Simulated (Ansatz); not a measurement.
Results of the Gaussian-basis code of Ansatz.

H14N2Si4Sn (`[SiH3][N]([SiH3])[SnH2][N]([SiH3])[SiH3]`) at its PBE0-D4/def2-TZVP geometry, where that method's forces vanish. Charge 0, multiplicity 1. Sn: def2 effective core potential.

| atom | x (Å) | y (Å) | z (Å) |
| --- | --- | --- | --- |
| Si1 | -2.1628 | -2.1457 | -0.0526 |
| N2 | -1.3025 | -0.7832 | 0.5682 |
| Si3 | -2.0640 | 0.7655 | 0.6875 |
| Sn4 | 0.6700 | -0.8906 | 1.0540 |
| N5 | 1.5475 | 0.4601 | -0.1879 |
| Si6 | 2.4021 | 1.8344 | 0.4148 |
| Si7 | 1.2938 | 0.2521 | -1.8866 |
| H8 | -1.2313 | -3.0381 | -0.7943 |
| H9 | -3.2345 | -1.6702 | -0.9705 |
| H10 | -2.8042 | -2.9543 | 1.0218 |
| H11 | -1.1775 | 1.6542 | 1.4899 |
| H12 | -2.2814 | 1.3942 | -0.6434 |
| H13 | -3.3857 | 0.6595 | 1.3648 |
| H14 | 1.1811 | -2.4712 | 0.6880 |
| H15 | 0.9342 | -0.3471 | 2.6437 |
| H16 | 2.2069 | 2.9836 | -0.5120 |
| H17 | 3.8666 | 1.5882 | 0.5344 |
| H18 | 1.8900 | 2.1917 | 1.7654 |
| H19 | 0.8003 | -1.1349 | -2.1144 |
| H20 | 2.5632 | 0.4473 | -2.6400 |
| H21 | 0.2883 | 1.2045 | -2.4307 |

Task: For each bond, give half the difference of the two atoms' forces along it (eV/Å; positive pushes the atoms apart) under PBE-D4, r2SCAN-D4, B3LYP-D4, ωB97M-V in def2-TZVPP. (An estimate is asked.)

Result: The calculation gave: 
```csv
bond,length (Å),PBE-D4,r2SCAN-D4,B3LYP-D4,ωB97M-V
Si1–N2,1.727,0.09,0.02,0.06,0.13
Si1–H9,1.489,0.05,-0.03,-0.08,-0.12
Si1–H10,1.490,0.04,-0.03,-0.08,-0.13
N2–Si3,1.730,0.09,0.02,0.05,0.12
N2–Sn4,2.034,0.13,0.10,0.21,0.02
Si3–H11,1.490,0.04,-0.03,-0.10,-0.10
Si3–H13,1.489,0.04,-0.03,-0.08,-0.13
Sn4–H14,1.701,0.01,-0.05,-0.07,-0.09
N5–Si6,1.727,0.09,0.02,0.06,0.13
Si6–H17,1.490,0.04,-0.03,-0.08,-0.13
Si6–H18,1.488,0.04,-0.04,-0.10,-0.12
Si7–H19,1.490,0.04,-0.03,-0.10,-0.10
Si7–H20,1.489,0.04,-0.03,-0.08,-0.13
Si7–H21,1.488,0.04,-0.02,-0.08,-0.12
```

B3LYP here is the variant with VWN-RPA as its local correlation; programs differ in this.
